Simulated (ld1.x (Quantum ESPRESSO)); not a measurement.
# Scattering properties, TM potential for Au (Z = 79)

Au (Z = 79), norm-conserving Troullier–Martins (Kleinman–Bylander form), made with ld1.x (Quantum ESPRESSO) 7.5 (LDA (PZ), fully relativistic). Core [Xe] 4f14, reference 5d9 6s2 6p0. Waves: 6s (bound): rc 2.05 bohr; 6p (bound, empty): rc 3.40 bohr; 5d (bound): rc 2.05 bohr. Local part: all-electron potential smoothed inside 2.00 bohr (lloc = -2). Core correction: Bessel-smoothed model core inside 1.92 bohr.

Open shells are filled in proportion to 2j + 1 (rel_dist='average').

The phase is arctan(r·u′/u) with u = r·R(r), unwrapped; energies in Ry, scanned from -3 to 5 Ry. A pole is an energy at which the radial function vanishes at the test radius. The pseudo phase is shifted by a multiple of π to meet the all-electron one at the reference energy, and phase errors are pseudo minus all-electron; the curves can meet again beyond the range given. Levels narrower than the energy grid can be missing from the lists of poles.

Q: For each channel, where are the poles, and over which energies does the pseudopotential scatter like the atom?

A:

```csv
channel,radius (bohr),reference energy (Ry),"poles, all-electron","poles, pseudo",unbroken range about the reference energy with phases within 0.05 rad,phase error 1 Ry above the reference energy (rad)
s,3.71,-0.51,"-0.16, 3.58","-0.17, 1.56, 4.02",below 0.7,-0.020
p1/2,3.71,-0.13,"0.55, 4.44","0.53, 2.79",below 1.2,-0.017
p3/2,3.71,-0.08,"0.81, 4.91","0.76, 2.55",below 1.2,-0.021
d3/2,3.71,-0.75,"-0.71, 2.22","-0.71, 2.27",below 3.6,+0.004
d5/2,3.71,-0.63,"-0.58, 2.30","-0.58, 2.35",below 3.7,+0.005
```

Phases in the d3/2 channel:

```json
{"E (Ry)": "-3.00", "all-electron": "1.417", "pseudo": "1.417"}
{"E (Ry)": "-2.76", "all-electron": "1.411", "pseudo": "1.411"}
{"E (Ry)": "-2.52", "all-electron": "1.403", "pseudo": "1.403"}
{"E (Ry)": "-2.28", "all-electron": "1.395", "pseudo": "1.395"}
{"E (Ry)": "-2.04", "all-electron": "1.384", "pseudo": "1.384"}
{"E (Ry)": "-1.80", "all-electron": "1.372", "pseudo": "1.372"}
{"E (Ry)": "-1.56", "all-electron": "1.356", "pseudo": "1.356"}
{"E (Ry)": "-1.32", "all-electron": "1.334", "pseudo": "1.334"}
{"E (Ry)": "-1.08", "all-electron": "1.295", "pseudo": "1.295"}
{"E (Ry)": "-0.84", "all-electron": "1.095", "pseudo": "1.096"}
{"E (Ry)": "-0.60", "all-electron": "-1.753", "pseudo": "-1.753"}
{"E (Ry)": "-0.36", "all-electron": "-1.843", "pseudo": "-1.843"}
{"E (Ry)": "-0.12", "all-electron": "-1.913", "pseudo": "-1.912"}
{"E (Ry)": "0.12", "all-electron": "-2.010", "pseudo": "-2.008"}
{"E (Ry)": "0.36", "all-electron": "-2.187", "pseudo": "-2.181"}
{"E (Ry)": "0.60", "all-electron": "-2.605", "pseudo": "-2.582"}
{"E (Ry)": "0.84", "all-electron": "-3.512", "pseudo": "-3.467"}
{"E (Ry)": "1.08", "all-electron": "-4.169", "pseudo": "-4.143"}
{"E (Ry)": "1.32", "all-electron": "-4.429", "pseudo": "-4.414"}
{"E (Ry)": "1.56", "all-electron": "-4.554", "pseudo": "-4.543"}
{"E (Ry)": "1.80", "all-electron": "-4.629", "pseudo": "-4.620"}
{"E (Ry)": "2.04", "all-electron": "-4.681", "pseudo": "-4.672"}
{"E (Ry)": "2.28", "all-electron": "-4.722", "pseudo": "-4.713"}
{"E (Ry)": "2.52", "all-electron": "-4.759", "pseudo": "-4.748"}
{"E (Ry)": "2.76", "all-electron": "-4.795", "pseudo": "-4.782"}
{"E (Ry)": "3.00", "all-electron": "-4.834", "pseudo": "-4.817"}
{"E (Ry)": "3.24", "all-electron": "-4.883", "pseudo": "-4.858"}
{"E (Ry)": "3.48", "all-electron": "-4.952", "pseudo": "-4.912"}
{"E (Ry)": "3.72", "all-electron": "-5.072", "pseudo": "-4.994"}
{"E (Ry)": "3.96", "all-electron": "-5.346", "pseudo": "-5.147"}
{"E (Ry)": "4.20", "all-electron": "-6.185", "pseudo": "-5.530"}
{"E (Ry)": "4.44", "all-electron": "-7.160", "pseudo": "-6.551"}
{"E (Ry)": "4.68", "all-electron": "-7.488", "pseudo": "-7.277"}
{"E (Ry)": "4.92", "all-electron": "-7.621", "pseudo": "-7.523"}
```
